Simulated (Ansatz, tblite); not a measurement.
Dissociation curve of BrMg (cation, charge +1), lowest triplet found (which spin is the ground state isn't settled by this scan). Each curve is given relative to its own lowest point between 2.27 and 3.50 Å, where full CI is lowest.

```json
[
 {"R / Å": "1.86", "A": "4.637", "B": "4.560", "C": "4.402"},
 {"R / Å": "2.04", "A": "1.775", "B": "2.223", "C": "2.163"},
 {"R / Å": "2.16", "A": "0.946", "B": "1.322", "C": "1.298"},
 {"R / Å": "2.27", "A": "0.526", "B": "0.786", "C": "0.781"},
 {"R / Å": "2.36", "A": "0.317", "B": "0.490", "C": "0.494"},
 {"R / Å": "2.49", "A": "0.137", "B": "0.219", "C": "0.229"},
 {"R / Å": "2.57", "A": "0.072", "B": "0.119", "C": "0.128"},
 {"R / Å": "2.63", "A": "0.039", "B": "0.067", "C": "0.076"},
 {"R / Å": "2.73", "A": "0.008", "B": "0.016", "C": "0.023"},
 {"R / Å": "2.80", "A": "0.000", "B": "0.000", "C": "0.004"},
 {"R / Å": "2.94", "A": "0.010", "B": "0.001", "C": "0.000"},
 {"R / Å": "3.13", "A": "0.064", "B": "0.043", "C": "0.037"},
 {"R / Å": "3.27", "A": "0.125", "B": "0.087", "C": "0.079"},
 {"R / Å": "3.50", "A": "0.251", "B": "0.165", "C": "0.158"},
 {"R / Å": "3.77", "A": "0.419", "B": "0.245", "C": "0.247"},
 {"R / Å": "4.19", "A": "0.674", "B": "0.335", "C": "0.357"},
 {"R / Å": "4.65", "A": "0.894", "B": "0.396", "C": "0.437"},
 {"R / Å": "5.09", "A": "1.028", "B": "0.431", "C": "0.483"},
 {"R / Å": "5.74", "A": "—", "B": "0.462", "C": "0.523"},
 {"R / Å": "6.51", "A": "—", "B": "0.482", "C": "0.545"},
 {"R / Å": "7.54", "A": "—", "B": "0.494", "C": "0.551"},
 {"R / Å": "8.83", "A": "—", "B": "0.500", "C": "0.544"}
]
```

Energies in eV.

Task: Which curve belongs to which method? The methods are tblite with GFN2-xTB, 300 K electronic temperature; CCSD(T) on UHF/cc-pVDZ, cores with 3d frozen (Ansatz, an electronic-structure program); Ansatz with unrestricted B3LYP/cc-pVDZ.

Result: A is GFN2-xTB; B is UCCSD(T); C is UKS-B3LYP.

A dash means that the run gave no value there, or that the column was ended at a point which the program doubted or which failed a test of continuity chosen for this set; such a test can also cut sound points.
